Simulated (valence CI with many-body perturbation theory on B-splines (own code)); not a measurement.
Zr³³⁺: key properties

Calculated by relativistic CI+MBPT: five valence electrons over a frozen Dirac-Fock core [He], radial functions for each j: 9 s, 9 p, 8 d, 6 f, 3 g, 1 h, with the one-electron correlation potential Σ1, the two-electron term Σ2, the three-electron term Σ3, Breit, model QED; selected CI, second order for the rest (own B-spline code, finite nucleus).

The last digits are not significant, and no measured levels were compared; by estimate large intervals hold to a few tenths of a per cent, small ones and those within an open d or f shell to about a per cent. Among the levels kept, up to 1500 cm⁻¹ of a level comes from second order outside the variational space, and about a tenth of that is noise between levels of different J, which matters for small intervals.

Levels are named by their leading jj configuration (3d3/2^4 stands for four electrons in 3d with j = 3/2), which in mixed levels can hold well under half, so a name can repeat and another be missing.

Rates and lifetimes use the calculated energies. Strong lines usually hold to 10 to 20 %, long lifetimes can be off by a factor of two.

(1) What is the ground level?

(2) Where does the other parity begin?

(3) What are the static dipole polarisabilities of the lowest levels?

(4) What is the ionisation energy?

(5) Among levels below 2701.1 eV, which E1 lines absorb most strongly from the ground level?

(6) How well does LS coupling describe the low levels?

(7) Name the longest-lived excited levels whose lifetime is computed, and their main decay.

## Answers

(1) (2s^2 2p1/2^2 2p3/2) J=3/2, composition 40 % 2s²2p³ ²P° + 39 % 2s²2p³ ⁴S° + 21 % 2s²2p³ ²D°, g = 1.468.

(2) At (2s 2p1/2^2 2p3/2^2) J=5/2, 222.8 eV.

(3) (2s^2 2p1/2^2 2p3/2) J=3/2 0.00158 (tensor 0.00023); (2s^2 2p1/2 2p3/2^2) J=3/2 0.00187 (tensor 0.00013); (2s^2 2p1/2 2p3/2^2) J=5/2 0.00174 (tensor 0.00012) bohr³, of which the core gives 3.33e-06.

(4) 4296.1 eV; NIST lists 4300 ± 30 eV (semi-empirical).

(5) to (2s^2 2p1/2^2 3d5/2) J=5/2 at 0.4926 nm, f = 0.401; to (2s^2 2p1/2 2p3/2 3d3/2) J=3/2 at 0.4756 nm, f = 0.390; to (2s^2 2p1/2 2p3/2 3d3/2) J=5/2 at 0.4758 nm, f = 0.347.

(6) Among the lowest 20 levels the leading LS term, summed over configurations, holds 66 % on average. For single configurations the figures are 65 % in LS and 94 % in jj coupling. Terms mix most in the J = 3/2 level at 2457.4 eV, where the leading one holds 28 %.

(7) (2s^2 2p1/2 2p3/2^2) J=5/2 at 93.1 eV lives 1.02 μs, mostly by M1 to (2s^2 2p1/2^2 2p3/2) J=3/2; (2s^2 2p1/2 2p3/2^2) J=1/2 at 112.6 eV lives 187 ns, mostly by M1 to (2s^2 2p1/2^2 2p3/2) J=3/2; (2s^2 2p1/2 2p3/2^2) J=3/2 at 78.2 eV lives 186 ns, mostly by M1 to (2s^2 2p1/2^2 2p3/2) J=3/2.
